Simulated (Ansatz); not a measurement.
HgF2 was relaxed with B3LYP-D4 (def2-TZVP) in Ansatz in these states: neutral quintet, neutral singlet, neutral triplet. The geometries follow in no particular order.

In the def2 sets Hg takes a core potential; there is no spin–orbit coupling.

A:

Cartesian coordinates in Å:
```
Hg 1.0107 0.2899 0.0445
F -0.7334 0.4487 1.2887
F -0.2773 -0.7386 -1.3332
```

B:

```xyz
3

Hg    0.000    0.000    0.000
F    -0.253    1.668    0.949
F     0.253   -1.668   -0.949
```

C:

```xyz
3

Hg   -0.040    0.169    0.313
F     0.680    2.477   -1.454
F    -0.640   -2.646    1.141
```

Task: Judge from the bond lengths which geometry belongs to which state (an estimate).

Result: A is the neutral triplet (Hg1–F3 2.148 Å, Hg1–F2 2.148 Å); B is the neutral singlet (Hg1–F3 1.935 Å, Hg1–F2 1.935 Å); C is the neutral quintet (Hg1–F3 2.995 Å, Hg1–F2 2.995 Å).

The neutral quintet has come apart into loosely held pieces.
